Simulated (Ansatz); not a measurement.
Geometry optimisation, RKS PBE0-D4/def2-SVP in Ansatz.

input.yaml

```yaml
crystal:
  periodic: [false, false, false]
  atoms:
    - { symbol: B, position_ang: [-0.039542, 0.418113, -0.530569] }
    - { symbol: "N", position_ang: [-0.018431, 0.052731, 2.183433] }
    - { symbol: H, position_ang: [-0.806054, -0.190298, 2.780914] }
    - { symbol: H, position_ang: [0.816006, 0.0743, 2.766506] }
    - { symbol: F, position_ang: [1.13249, -0.049008, -0.90319] }
    - { symbol: F, position_ang: [-1.118421, -0.243218, -0.891934] }
    - { symbol: H, position_ang: [-0.130382, 1.47439, 0.02473] }
    - { symbol: H, position_ang: [-0.175467, 1.018489, 1.840509] }
basis:
  gaussian: { orbitals: def2-SVP }
hamiltonian:
  xc: pbe0
  dispersion: d4
relax:
  f_tol: 0.03
  max_steps: 50
```

Run as:

```bash
$ ansatz run input.yaml --threads 1 --pin off --max-ram 2048MiB --backend cpu --events-out ev --progress --plain --runs-dir out
```

Problem. Where does it end, and by what steps?

Solution. It converged. The force dipped under the threshold on the way, but the program's further checks kept it going. After 21 steps the energy has fallen by 0.901 eV; H3 moved furthest, 1.06 Å. Joined: B1–N2 (2.74 → 1.68 Å).

| step | energy less start (eV) | largest force component (eV/Å) | accepted |
| --- | --- | --- | --- |
| 0 | 0.0000 | 0.723 | yes |
| 1 | -0.0540 | 1.086 | yes |
| 2 | -0.1765 | 2.221 | yes |
| 3 | -0.3706 | 1.290 | yes |
| 4 | -0.6548 | 1.619 | yes |
| 5 | -0.7706 | 1.856 | yes |
| 6 | -0.5292 | 2.963 | no |
| 7 | -0.8638 | 0.304 | yes |
| 8 | -0.8477 | 0.896 | no |
| 9 | -0.8680 | 0.055 | yes |
| 10 | -0.8710 | 0.062 | yes |
| 11 | -0.8723 | 0.132 | yes |
| 12 | -0.8754 | 0.350 | yes |
| 13 | -0.8803 | 0.217 | yes |
| 14 | -0.8941 | 0.017 | yes |
| 15 | -0.8977 | 0.137 | yes |
| 16 | -0.8975 | 0.103 | no |
| 17 | -0.8990 | 0.048 | yes |
| 18 | -0.9003 | 0.005 | yes |
| 19 | -0.9004 | 0.083 | yes |
| 20 | -0.8995 | 0.175 | no |
| 21 | -0.9007 | 0.010 | yes |

```xyz
8
Properties=species:S:1:pos:R:3
B -0.034 0.408 0.058
N -0.036 0.288 1.730
H -0.279 -0.669 1.995
H 0.884 0.508 2.112
F 0.900 -0.532 -0.314
F -1.323 0.058 -0.274
H 0.271 1.573 -0.175
H -0.723 0.923 2.139
```

Run time: 45 s on 1 thread of Arm Neoverse V2, on a shared host, peak memory 0.13 GiB.
